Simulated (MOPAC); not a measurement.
MOPAC input (MNDO):

```
MNDO 1SCF GEO-OK AUX(PRECISION=9) THREADS=1
ClIn

In   -0.00000000 1   -0.00000000 1   -0.62875443 1
Cl    0.00000000 1    0.00000000 1    1.81229218 1
```

### Question
What heat of formation does the run end on, and which ionisation energy by Koopmans theorem?

### Answer
-27.75 kcal/mol; 10.43 eV.
